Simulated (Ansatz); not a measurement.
`B[NH][GeH3]` + `NCS` → `NC[S][GeH3]` + `BN`  (ligand exchange at a Ge–N bond)

Program: Ansatz. Geometries: PBE0-D4/def2-TZVP. ΔE: electronic, gas phase. CBS: MP2 limit from def2 TZ/QZ plus the TZ coupled-cluster correction, frozen cores. This one scheme is used for every species. DFT in def2-TZVPP. B3LYP here is the variant with VWN-RPA as its local correlation; programs differ in this. For Ge outer-core shells are correlated without core-valence functions, which leaves a few kJ/mol of doubt a bond. Scalar relativity is left out up to krypton. One conformer a species, not always the lowest.

| species | B3LYP energy (Eh) |
| --- | --- |
| `B[NH][GeH3]` | -2160.33348 |
| `NCS` | -494.12167 |
| `NC[S][GeH3]` | -2572.39216 |
| `BN` | -82.08383 |

(1) Work out ΔE.

Largest T1 diagnostic among the species: 0.013.

## Answers

(1) ΔE = (-2572.39216) + (-82.08383) − (-2160.33348) − (-494.12167) = -0.02084 Eh = -13.1 kcal/mol. CCSD(T)/CBS gives -13.3 kcal/mol.

Leaving LDA and LC-ωPBE aside and taking each functional with its dispersion term where it has one, the values, not all of them listed here, spread over 2.4 kcal/mol, from PBE-D4 to B2PLYP. In def2-TZVPP, CCSD(T) changes the Hartree–Fock value by −1.3 kcal/mol (the triples alone add −0.4 kcal/mol) and MP2 by −2.2 kcal/mol. The D4 term adds −1.3 kcal/mol with B3LYP and −0.7 kcal/mol with PBE0; it sums over pairs of atoms, weighted by their polarisabilities, and B3LYP, whose exchange is more repulsive, gets the larger term.
